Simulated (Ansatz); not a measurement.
All values below come from PBE-D3(BJ)/def2-SVP in Ansatz (a quantum-chemistry and plane-wave program). No frequencies were computed at this level.

Ansatz 0.2 input:
```yaml
crystal:
  periodic: [false, false, false]
  atoms:
    - { symbol: W, position_ang: [0.021991, -0.078204, -0.00434] }
    - { symbol: O, position_ang: [-0.694529, -1.838791, -0.011813] }
    - { symbol: H, position_ang: [-1.03261, -2.714819, -0.226475] }
    - { symbol: N, position_ang: [0.790464, 1.810913, -0.002274] }
    - { symbol: H, position_ang: [1.092033, 2.367441, -0.808842] }
    - { symbol: H, position_ang: [0.95585, 2.407061, 0.815578] }
    - { symbol: N, position_ang: [1.879714, -0.914031, 0.165994] }
    - { symbol: H, position_ang: [2.07241, -1.916988, 0.233576] }
    - { symbol: H, position_ang: [2.791073, -0.456313, 0.228052] }
    - { symbol: N, position_ang: [-0.109964, 0.054031, 2.038069] }
    - { symbol: H, position_ang: [-0.92055, 0.347276, 2.586402] }
    - { symbol: H, position_ang: [0.581184, -0.257674, 2.722783] }
    - { symbol: N, position_ang: [0.215402, -0.061621, -2.051396] }
    - { symbol: H, position_ang: [-0.476353, 0.248038, -2.736454] }
    - { symbol: H, position_ang: [1.028581, -0.348451, -2.599262] }
    - { symbol: N, position_ang: [-1.891426, 0.62044, -0.176447] }
    - { symbol: H, position_ang: [-2.734009, 0.039561, -0.191256] }
    - { symbol: H, position_ang: [-2.223618, 1.584629, -0.239029] }
basis:
  gaussian: { orbitals: def2-svp }
hamiltonian:
  xc: pbe
  dispersion: d3bj
relax:
  max_steps: 150
```

Output:

```
Functional definition: PBE
1948 factors; their error is unknown
mean field evaluation 1: about -11444.0269 eV, gradient 1.5e2 eV
mean field evaluation 2: about -11199.0798 eV, gradient 3.2e2 eV
mean field evaluation 4: about -11482.0062 eV, gradient 5.4e1 eV
mean field evaluation 8: about -11488.1503 eV, gradient 1.6e0 eV
mean field evaluation 16: about -11488.0635 eV, gradient 8.3e-2 eV
mean field -11488.06348138 eV, -422.1785460517 hartree, gradient 4.2e-5 eV, S^2 0.000000; 0 other end points of the search recorded, 0 dependent functions left out
reference -11488.06356647 eV, -422.1785491785 hartree; 34, 34 occupied and 137, 137 virtual orbitals, 1948 factors
relax step   1: F+E_penalty+E_count = -11488.54141355 eV  Δ(F+E_penalty+E_count) = +0.000e0 eV  max|allowed force component| = 1.059e0 eV/Å  Δτ_max = 0.0000 Å  (38 SCF iters, accepted)
these checks for a lower state are left out or cut short: starts, cluster_reference, orbital_swaps, neighbouring_geometries, increment
1948 factors; their error is unknown
mean field evaluation 32: about -11488.2272 eV, gradient 1.8e-5 eV
mean field -11488.22722538 eV, -422.1845635326 hartree, gradient 1.8e-5 eV, S^2 0.000000; 0 other end points of the search recorded, 0 dependent functions left out
reference -11488.22730934 eV, -422.1845666181 hartree; 34, 34 occupied and 137, 137 virtual orbitals, 1948 factors
relax step   2: F+E_penalty+E_count = -11488.71787903 eV  Δ(F+E_penalty+E_count) = -1.765e-1 eV  max|allowed force component| = 8.944e-1 eV/Å  Δτ_max = 0.1950 Å  (41 SCF iters, accepted)
these checks for a lower state are left out or cut short: starts, cluster_reference, orbital_swaps, neighbouring_geometries, increment
1948 factors; their error is unknown
mean field -11488.26481337 eV, -422.1859448659 hartree, gradient 1.7e-5 eV, S^2 0.000000; 0 other end points of the search recorded, 0 dependent functions left out
reference -11488.26489699 eV, -422.1859479387 hartree; 34, 34 occupied and 137, 137 virtual orbitals, 1948 factors
relax step   3: F+E_penalty+E_count = -11488.75492898 eV  Δ(F+E_penalty+E_count) = -3.705e-2 eV  max|allowed force component| = 4.752e-1 eV/Å  Δτ_max = 0.1114 Å  (34 SCF iters, accepted)
these checks for a lower state are left out or cut short: starts, cluster_reference, orbital_swaps, neighbouring_geometries, increment
1948 factors; their error is unknown
mean field -11488.33347800 eV, -422.1884682445 hartree, gradient 1.7e-5 eV, S^2 0.000000; 0 other end points of the search recorded, 0 dependent functions left out
reference -11488.33356167 eV, -422.1884713191 hartree; 34, 34 occupied and 137, 137 virtual orbitals, 1948 factors
relax step   4: F+E_penalty+E_count = -11488.82370479 eV  Δ(F+E_penalty+E_count) = -6.878e-2 eV  max|allowed force component| = 5.229e-1 eV/Å  Δτ_max = 0.1803 Å  (40 SCF iters, accepted)
these checks for a lower state are left out or cut short: starts, cluster_reference, orbital_swaps, neighbouring_geometries, increment
1948 factors; their error is unknown
mean field -11488.39625640 eV, -422.1907753079 hartree, gradient 9.4e-6 eV, S^2 0.000000; 0 other end points of the search recorded, 0 dependent functions left out
reference -11488.39634023 eV, -422.1907783888 hartree; 34, 34 occupied and 137, 137 virtual orbitals, 1948 factors
relax step   5: F+E_penalty+E_count = -11488.88777837 eV  Δ(F+E_penalty+E_count) = -6.407e-2 eV  max|allowed force component| = 5.965e-1 eV/Å  Δτ_max = 0.2000 Å  (36 SCF iters, accepted)
these checks for a lower state are left out or cut short: starts, cluster_reference, orbital_swaps, neighbouring_geometries, increment
1948 factors; their error is unknown
mean field -11488.42162992 eV, -422.1917077678 hartree, gradient 1.5e-5 eV, S^2 0.000000; 0 other end points of the search recorded, 0 dependent functions left out
reference -11488.42171365 eV, -422.1917108447 hartree; 34, 34 occupied and 137, 137 virtual orbitals, 1948 factors
relax step   6: F+E_penalty+E_count = -11488.91447439 eV  Δ(F+E_penalty+E_count) = -2.670e-2 eV  max|allowed force component| = 1.432e0 eV/Å  Δτ_max = 0.1970 Å  (42 SCF iters, accepted)
these checks for a lower state are left out or cut short: starts, cluster_reference, orbital_swaps, neighbouring_geometries, increment
1948 factors; their error is unknown
mean field evaluation 64: about -11488.5141 eV, gradient 5.8e0 eV
mean field -11488.46407830 eV, -422.1932677170 hartree, gradient 1.3e-5 eV, S^2 0.000000; 0 other end points of the search recorded, 0 dependent functions left out
reference -11488.46416189 eV, -422.1932707888 hartree; 34, 34 occupied and 137, 137 virtual orbitals, 1948 factors
relax step   7: F+E_penalty+E_count = -11488.95759691 eV  Δ(F+E_penalty+E_count) = -4.312e-2 eV  max|allowed force component| = 5.108e-1 eV/Å  Δτ_max = 0.0773 Å  (36 SCF iters, accepted)
these checks for a lower state are left out or cut short: starts, cluster_reference, orbital_swaps, neighbouring_geometries, increment
1948 factors; their error is unknown
mean field -11488.47730190 eV, -422.1937536752 hartree, gradient 9.7e-6 eV, S^2 0.000000; 0 other end points of the search recorded, 0 dependent functions left out
reference -11488.47738544 eV, -422.1937567454 hartree; 34, 34 occupied and 137, 137 virtual orbitals, 1948 factors
relax step   8: F+E_penalty+E_count = -11488.97079603 eV  Δ(F+E_penalty+E_count) = -1.320e-2 eV  max|allowed force component| = 6.291e-2 eV/Å  Δτ_max = 0.0684 Å  (35 SCF iters, accepted)
these checks for a lower state are left out or cut short: starts, cluster_reference, orbital_swaps, neighbouring_geometries, increment
1948 factors; their error is unknown
mean field -11488.47819025 eV, -422.1937863216 hartree, gradient 1.4e-5 eV, S^2 0.000000; 0 other end points of the search recorded, 0 dependent functions left out
reference -11488.47827382 eV, -422.1937893927 hartree; 34, 34 occupied and 137, 137 virtual orbitals, 1948 factors
relax step   9: F+E_penalty+E_count = -11488.97169938 eV  Δ(F+E_penalty+E_count) = -9.034e-4 eV  max|allowed force component| = 4.451e-2 eV/Å  Δτ_max = 0.0269 Å  (35 SCF iters, accepted)
these checks for a lower state are left out or cut short: starts, cluster_reference, orbital_swaps, neighbouring_geometries, increment
1948 factors; their error is unknown
mean field -11488.47831421 eV, -422.1937908768 hartree, gradient 1.4e-5 eV, S^2 0.000000; 0 other end points of the search recorded, 0 dependent functions left out
reference -11488.47839779 eV, -422.1937939483 hartree; 34, 34 occupied and 137, 137 virtual orbitals, 1948 factors
relax step  10: F+E_penalty+E_count = -11488.97189937 eV  Δ(F+E_penalty+E_count) = -2.000e-4 eV  max|allowed force component| = 2.240e-2 eV/Å  Δτ_max = 0.0162 Å  (36 SCF iters, accepted)
these checks for a lower state are left out or cut short: starts, cluster_reference, orbital_swaps, neighbouring_geometries, increment
1948 factors; their error is unknown
mean field evaluation 96: about -11488.4785 eV, gradient 2.0e-3 eV
mean field -11488.47847818 eV, -422.1937969026 hartree, gradient 1.3e-5 eV, S^2 0.000000; 0 other end points of the search recorded, 0 dependent functions left out
reference -11488.47856178 eV, -422.1937999751 hartree; 34, 34 occupied and 137, 137 virtual orbitals, 1948 factors
relax step  11: F+E_penalty+E_count = -11488.97202158 eV  Δ(F+E_penalty+E_count) = -1.222e-4 eV  max|allowed force component| = 7.236e-3 eV/Å  Δτ_max = 0.0089 Å  (36 SCF iters, accepted)
1948 factors; their error is unknown
mean field -11488.47847818 eV, -422.1937969026 hartree, gradient 2.1e-5 eV, S^2 0.000000; 1 other end points of the search recorded, 0 dependent functions left out
reference -11488.47856178 eV, -422.1937999751 hartree; 34, 34 occupied and 137, 137 virtual orbitals, 1948 factors
Total energy: -11488.97210519 eV, -422.2119373608 hartree
Atom 0 at     0.007087    -0.107396     0.028108 Å, force     0.002013     0.003319     0.000910 eV/Å
Atom 1 at    -0.736872    -1.934758     0.031283 Å, force     0.003671     0.007236     0.000197 eV/Å
Atom 2 at    -0.814303    -2.323444    -0.859451 Å, force     0.000784     0.001513     0.001550 eV/Å
Atom 3 at     0.767469     1.740833    -0.064344 Å, force    -0.002329    -0.005170     0.001684 eV/Å
Atom 4 at     1.038491     2.212534    -0.934065 Å, force     0.000853     0.001866    -0.000080 eV/Å
Atom 5 at     0.941227     2.348461     0.744901 Å, force    -0.000067     0.000541    -0.001454 eV/Å
Atom 6 at     1.807727    -0.977129     0.242906 Å, force    -0.002784    -0.006908    -0.000089 eV/Å
Atom 7 at     1.928694    -1.985227     0.391476 Å, force     0.002121     0.002327     0.000346 eV/Å
Atom 8 at     2.710626    -0.497241     0.323942 Å, force    -0.000776    -0.000693    -0.000425 eV/Å
Atom 9 at    -0.078897     0.128128     2.022807 Å, force     0.000201    -0.000080     0.003738 eV/Å
Atom 10 at    -0.864725     0.548866     2.530106 Å, force     0.002113    -0.001032    -0.000705 eV/Å
Atom 11 at     0.687216    -0.081577     2.671653 Å, force    -0.002209     0.000007    -0.001218 eV/Å
Atom 12 at     0.194434    -0.100040    -1.996053 Å, force     0.000366     0.001451    -0.003852 eV/Å
Atom 13 at    -0.489655     0.308295    -2.642019 Å, force     0.000471    -0.000721     0.000266 eV/Å
Atom 14 at     1.059316    -0.321424    -2.500980 Å, force    -0.000943    -0.000359     0.000216 eV/Å
Atom 15 at    -1.896592     0.529562    -0.094174 Å, force    -0.003471    -0.004999    -0.000053 eV/Å
Atom 16 at    -2.703494    -0.101048    -0.029464 Å, force    -0.000103     0.002883    -0.000513 eV/Å
Atom 17 at    -2.212105     1.505103    -0.123764 Å, force     0.000090    -0.001181    -0.000518 eV/Å
Dipole moment:     0.188113     0.432474    -0.134470 e Å
```

Cost: very roughly 110 core-seconds.
